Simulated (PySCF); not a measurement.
Isomers of C5H5F3O2. Method used: PySCF, PBE0-D3(BJ)/def2-SVP geometry optimisation, gas phase. One conformer each; no zero-point energy, no entropy. No frequencies were run at this level. Point groups hold within 0.08 Å.

**Question.** Order them by energy at this level, lowest first, and give relative energies in kcal/mol.
A. `[F:1][C:2]([F:3])([F:4])[O:5][C:6]1=[CH:7][O:8][CH2:9][CH2:10]1` with C2–O5–C6–C7 10°
B. `[OH:1][C@@:2]12[CH2:3][C@@H:4]1[C@H:5]2[O:6][C:7]([F:8])([F:9])[F:10]` with H–O1–C2–C3 -176°, C4–C5–O6–C7 158°

**Answer.** A (0.0), B (27.9).

As drawn, the lower has a C=C bond outside aromatic rings, which the higher lacks; the higher has a three-membered ring and an O–H bond, which the lower lacks.

```tsv
SMILES	E (Eh)	E rel (kcal/mol)	dipole (D)	point group	A, B, C (MHz)
FC(F)(F)OC1=COCC1	-642.35744	0.0	2.06	near Cs	3302, 799.8, 731.6
O[C@@]12C[C@@H]1[C@H]2OC(F)(F)F	-642.31293	27.9	0.99	C1	2888, 899.9, 815.8
```

**Question.** How do the relative energies change in single points at PBE0/pcSseg-1 (no added dispersion term) on the same geometries?

**Answer.** 
| SMILES | PBE0-D3(BJ)/def2-SVP (kcal/mol) | PBE0/pcSseg-1 (kcal/mol) | shift |
| --- | --- | --- | --- |
| FC(F)(F)OC1=COCC1 | 0.0 | 0.0 | 0.0 |
| O[C@@]12C[C@@H]1[C@H]2OC(F)(F)F | 27.9 | 29.2 | +1.3 |

Each column counts from its own lowest isomer. The order is unchanged; the largest shift is 1.3 kcal/mol.
